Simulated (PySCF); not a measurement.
Molecule: SMILES [CH2]([GeH3])CC#N (C₃H₇GeN). Atoms near the plane z = 0.0 Å, at the GFN2-xTB optimised geometry (x, y, z in Å): N1 (2.1, -0.7, 0.0), C2 (1.0, -0.7, 0.0), C3 (-0.5, -0.7, 0.0), C4 (-1.0, 0.7, 0.0), H6 (-0.8, -1.3, 0.9), H7 (-0.8, -1.2, -0.9), H8 (-0.7, 1.3, 0.9), H9 (-2.1, 0.7, 0.0).

Computed with B3LYP/def2-TZVP in PySCF. Cells within 0.4 Å of a nucleus heavier than hydrogen are left out (blank, or x). The values are rescaled to run from 0 to 1.

```
|77777777777777777777777777777|
|77777777777777777777777777777|
|77777777777777777777777777777|
|77777777777777777777777777777|
|77777777777777777777777777777|
|77777777777777777777777777777|
|77777777777777777777777777777|
|77777777777777777777777777777|
|77777777777777777777777777777|
|77777777777777777777777777777|
|77777777777667777777777777777|
|7777777644xx77777777777777777|
|7777777002xxx7777777777777777|
|77777777666847777777777777777|
|77777777777546777778878777777|
|77777777777669665x45xx6777777|
|777777777777xx32xxx0xx0877777|
|777777777777xx558x63xx5877777|
|77777777777777777778878777777|
|77777777777777777777777777777|
|77777777777777777777777777777|
|77777777777777777777777777777|
|77777777777777777777777777777|
|77777777777777777777777777777|
|77777777777777777777777777777|
|77777777777777777777777777777|
|77777777777777777777777777777|
|77777777777777777777777777777|
|77777777777777777777777777777|
```
Scale: ten equal steps from 0.000 (start of '0') to 1.00 (end of '9'), in the order '0123456789'; x runs from -4.50 to 4.50, y from -4.50 (bottom) to 4.50 (top).

Q: Which quantity is mapped?
A. electrostatic potential
B. an orbital amplitude
C. Laplacian of the electron density
D. log10 of the electron density

A: C, Laplacian of the electron density. In full: Laplacian of the electron density (e/bohr⁵), clipped to [-1.50, 1.50].
